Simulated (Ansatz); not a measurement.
Consider the ligand exchange at a B–C bond: `C=CBBr` + H–F → `FBBr` + `C=C`.

Program: Ansatz. Geometries: PBE0-D4/def2-TZVP. ΔE: electronic, gas phase. CCSD(T)/CBS adds triple-zeta CCSD(T) − MP2 to the extrapolated MP2 energy (def2 sets, frozen cores). This one scheme is used for every species. Functionals use def2-TZVPP. B3LYP here is the variant with VWN-RPA as its local correlation; programs differ in this. For Br outer-core shells are correlated without core-valence functions, which leaves a few kJ/mol of doubt a bond. Scalar relativity is left out up to krypton. Each species was taken in one conformer, which may not be the lowest.

```
 species  B3LYP-D4 energy (Eh)
`C=CBBr`           -2677.71711
     H–F            -100.49283
  `FBBr`           -2699.62470
   `C=C`             -78.62841
```

**Question.** Work out ΔE.

**Answer.** ΔE = (-2699.62470) + (-78.62841) − (-2677.71711) − (-100.49283) = -0.04317 Eh = -113.3 kJ/mol. CCSD(T)/CBS gives -105.4 kJ/mol.

Largest T1 diagnostic among the species: 0.011.

The D4 term adds +6.7 kJ/mol with B3LYP and +3.7 kJ/mol with PBE0; it sums over pairs of atoms, weighted by their polarisabilities, and B3LYP, whose exchange is more repulsive, gets the larger term. In def2-TZVPP, CCSD(T) changes the Hartree–Fock value by +17.6 kJ/mol (the triples alone add +2.7 kJ/mol) and MP2 by +23.0 kJ/mol.
